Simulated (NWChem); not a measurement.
Everything below was run with NWChem. System: C2H8O2Si, charge 0, spin multiplicity 1, at a geometry optimised with PBE/def2-SVP. The structure started from a generated list of species. Level: LDA (SVWN5)/def2-SVP.

Input file:

```
start mol
memory heap 200 mb stack 800 mb global 1000 mb
geometry units angstroms nocenter noautoz noautosym
  C      2.091473    -0.354408     0.435701
  C      0.838300     0.186815    -0.240073
  O      0.502861     1.527447     0.207482
  Si    -0.787761    -0.816691    -0.034422
  O     -1.992340     0.251621    -0.524816
  H      1.931984    -0.513171     1.524559
  H      2.386294    -1.332927     0.002657
  H      2.943242     0.347113     0.313000
  H      1.029927     0.302528    -1.329897
  H      0.482912     1.500514     1.184506
  H     -0.872627    -2.066370    -0.864228
  H     -0.909237    -1.186481     1.428417
  H     -1.626643     1.155478    -0.412202
end
basis spherical
  * library def2-svp
end
dft
  xc slater vwn_5
  semidirect memsize 60000000 filesize 0
  iterations 100
end
task dft energy
```

Part of the output:

```
             Northwest Computational Chemistry Package (NWChem) 7.3.0
             --------------------------------------------------------

                                NWChem Input Module
                                -------------------

 Scaling coordinates for geometry "geometry" by  1.889725989
 (inverse scale =  0.529177249)

                             Geometry "geometry" -> ""
                             -------------------------

 Output coordinates in angstroms (scale by  1.889725989 to convert to a.u.)

  No.       Tag          Charge          X              Y              Z
 ---- ---------------- ---------- -------------- -------------- --------------
    1 C                    6.0000     2.09147300    -0.35440800     0.43570100
    2 C                    6.0000     0.83830000     0.18681500    -0.24007300
    3 O                    8.0000     0.50286100     1.52744700     0.20748200
    4 Si                  14.0000    -0.78776100    -0.81669100    -0.03442200
    5 O                    8.0000    -1.99234000     0.25162100    -0.52481600
    6 H                    1.0000     1.93198400    -0.51317100     1.52455900
    7 H                    1.0000     2.38629400    -1.33292700     0.00265700
    8 H                    1.0000     2.94324200     0.34711300     0.31300000
    9 H                    1.0000     1.02992700     0.30252800    -1.32989700
   10 H                    1.0000     0.48291200     1.50051400     1.18450600
   11 H                    1.0000    -0.87262700    -2.06637000    -0.86422800
   12 H                    1.0000    -0.90923700    -1.18648100     1.42841700
   13 H                    1.0000    -1.62664300     1.15547800    -0.41220200

 Effective nuclear repulsion energy (a.u.)     246.5183007224

            Nuclear Dipole moment (a.u.)
            ----------------------------
        X                 Y               Z
 ---------------- ---------------- ----------------
     0.0000075589    -0.0000075589     0.0000000000


 Summary of "ao basis" -> "" (spherical)
 ------------------------------------------------------------------------------
       Tag                 Description            Shells   Functions and Types
 ---------------- ------------------------------  ------  ---------------------
 *                          def2-svp                  on all atoms

                                 NWChem DFT Module
                                 -----------------

 Summary of "ao basis" -> "ao basis" (spherical)
 ------------------------------------------------------------------------------
       Tag                 Description            Shells   Functions and Types
 ---------------- ------------------------------  ------  ---------------------
 C                          def2-svp                 6       14   3s2p1d
 O                          def2-svp                 6       14   3s2p1d
 Si                         def2-svp                 8       18   4s3p1d
 H                          def2-svp                 3        5   2s1p

 Summary of "ao basis" -> "ao basis" (spherical)
 ------------------------------------------------------------------------------
       Tag                 Description            Shells   Functions and Types
 ---------------- ------------------------------  ------  ---------------------
 C                          def2-svp                 6       14   3s2p1d
 O                          def2-svp                 6       14   3s2p1d
 Si                         def2-svp                 8       18   4s3p1d
[...]
 Grid integrated density:      50.000052257043
 Requested integration accuracy:   0.10E-05
  Resetting Diis
 d= 0,ls=0.0,diis     6   -517.7306647472 -3.47D-04  1.32D-04  2.42D-04     5.7
 Grid integrated density:      50.000052219694
 Requested integration accuracy:   0.10E-05
 d= 0,ls=0.0,diis     7   -517.7306910370 -2.63D-05  7.40D-05  2.12D-05     6.2
 Grid integrated density:      50.000052186810
 Requested integration accuracy:   0.10E-05
 d= 0,ls=0.0,diis     8   -517.7306860705  4.97D-06  4.85D-05  6.38D-05     6.7
 Grid integrated density:      50.000052212386
 Requested integration accuracy:   0.10E-05
 d= 0,ls=0.0,diis     9   -517.7306935194 -7.45D-06  5.80D-06  8.77D-07     7.2
 Grid integrated density:      50.000052209497
 Requested integration accuracy:   0.10E-05
 d= 0,ls=0.0,diis    10   -517.7306935995 -8.00D-08  1.36D-06  7.40D-08     7.8

         Total DFT energy =     -517.730693599483
      One electron energy =    -1205.895551301212
           Coulomb energy =      490.469290088664
    Exchange-Corr. energy =      -48.822733109299
 Nuclear repulsion energy =      246.518300722365

 Numeric. integr. density =       50.000052209497

     Total iterative time =      7.4s

                       DFT Final Molecular Orbital Analysis
                       ------------------------------------

 Vector   23  Occ=2.000000D+00  E=-2.818395D-01
              MO Center=  5.6D-04,  6.2D-01, -7.8D-02, r^2= 3.8D+00
   Bfn.  Coefficient  Atom+Function         Bfn.  Coefficient  Atom+Function
  ----- ------------  ---------------      ----- ------------  ---------------
    32      0.365397   3 O  px               64      0.296380   5 O  px
    35      0.256019   3 O  px               67      0.199389   5 O  px
    19      0.174308   2 C  py                5     -0.167535   1 C  py
    34      0.140059   3 O  pz               66      0.133020   5 O  pz
    85     -0.129166   8 H  s                20     -0.125164   2 C  pz

 Vector   24  Occ=2.000000D+00  E=-2.516050D-01
              MO Center= -1.3D+00, -2.6D-01, -1.8D-01, r^2= 2.9D+00
   Bfn.  Coefficient  Atom+Function         Bfn.  Coefficient  Atom+Function
  ----- ------------  ---------------      ----- ------------  ---------------
    66      0.469903   5 O  pz               69      0.344803   5 O  pz
   106     -0.250678  12 H  s               101      0.221829  11 H  s
   105     -0.210455  12 H  s               100      0.202262  11 H  s
    32     -0.161360   3 O  px               64     -0.126146   5 O  px
    35     -0.120221   3 O  px               52     -0.117154   4 Si pz

 Vector   25  Occ=2.000000D+00  E=-2.213652D-01
              MO Center=  2.4D-01,  4.8D-01,  4.3D-02, r^2= 3.1D+00
   Bfn.  Coefficient  Atom+Function         Bfn.  Coefficient  Atom+Function
  ----- ------------  ---------------      ----- ------------  ---------------
    32      0.390175   3 O  px               35      0.309526   3 O  px
    18     -0.265914   2 C  px               50      0.192527   4 Si px
    33      0.177681   3 O  py               17      0.170048   2 C  s
    66      0.154903   5 O  pz               19     -0.151848   2 C  py
    45      0.149229   4 Si s                86      0.138575   8 H  s

 Vector   26  Occ=0.000000D+00  E=-1.259411D-02
              MO Center= -4.1D-01, -1.5D-01,  2.2D-01, r^2= 4.6D+00
   Bfn.  Coefficient  Atom+Function         Bfn.  Coefficient  Atom+Function
  ----- ------------  ---------------      ----- ------------  ---------------
    53      0.693352   4 Si px               63      0.547100   5 O  s
    96     -0.495328  10 H  s                54     -0.476168   4 Si py
    31      0.469349   3 O  s               101     -0.294493  11 H  s
    17     -0.263838   2 C  s                46      0.257004   4 Si s
   111     -0.256724  13 H  s                86      0.171201   8 H  s

 Vector   27  Occ=0.000000D+00  E= 4.731226D-04
              MO Center=  4.1D-01, -1.8D-01,  6.2D-01, r^2= 6.0D+00
   Bfn.  Coefficient  Atom+Function         Bfn.  Coefficient  Atom+Function
  ----- ------------  ---------------      ----- ------------  ---------------
     3      1.042907   1 C  s                17      0.921785   2 C  s
    53     -0.721833   4 Si px               96     -0.624302  10 H  s
    76     -0.588010   6 H  s                81     -0.516077   7 H  s
    54     -0.445715   4 Si py               86     -0.373403   8 H  s
    91     -0.371491   9 H  s               101     -0.368591  11 H  s

 Vector   28  Occ=0.000000D+00  E= 4.513419D-02
              MO Center= -4.3D-01, -6.6D-01,  5.6D-02, r^2= 5.6D+00
   Bfn.  Coefficient  Atom+Function         Bfn.  Coefficient  Atom+Function
  ----- ------------  ---------------      ----- ------------  ---------------
    54      1.151490   4 Si py              106      1.013591  12 H  s
    17     -0.913616   2 C  s                55     -0.779484   4 Si pz
     3      0.511135   1 C  s                86     -0.505526   8 H  s
   101      0.501177  11 H  s                31      0.405116   3 O  s
    96     -0.400755  10 H  s               111     -0.380921  13 H  s

 center of mass
 --------------
 x =  -0.10879094 y =   0.03673649 z =  -0.03757613

 moments of inertia (a.u.)
 ------------------
         311.277996521680         -50.827257334262        -109.963299783012
         -50.827257334262         664.206547775362          -6.080500435616
        -109.963299783012          -6.080500435616         856.364551751347

     Multipole analysis of the density
     ---------------------------------

     L   x y z        total         alpha         beta         nuclear
     -   - - -        -----         -----         ----         -------
     0   0 0 0     -0.000000    -25.000000    -25.000000     50.000000

     1   1 0 0      0.852345      0.426169      0.426169      0.000008
     1   0 1 0      0.023434      0.011721      0.011721     -0.000008
     1   0 0 1      0.463408      0.231704      0.231704      0.000000

     2   2 0 0    -31.852938   -188.312509   -188.312509    344.772079
     2   1 1 0     -1.541182    -12.414978    -12.414978     23.288773
     2   1 0 1     -0.605059    -30.728749    -30.728749     60.852440
     2   0 2 0    -29.543471    -87.957861    -87.957861    146.372251
     2   0 1 1      1.491145     -1.021033     -1.021033      3.533212
     2   0 0 2    -28.065804    -36.531264    -36.531264     44.996724

 Task  times  cpu:        7.8s     wall:        7.8s

 Total times  cpu:        7.8s     wall:        7.8s
```
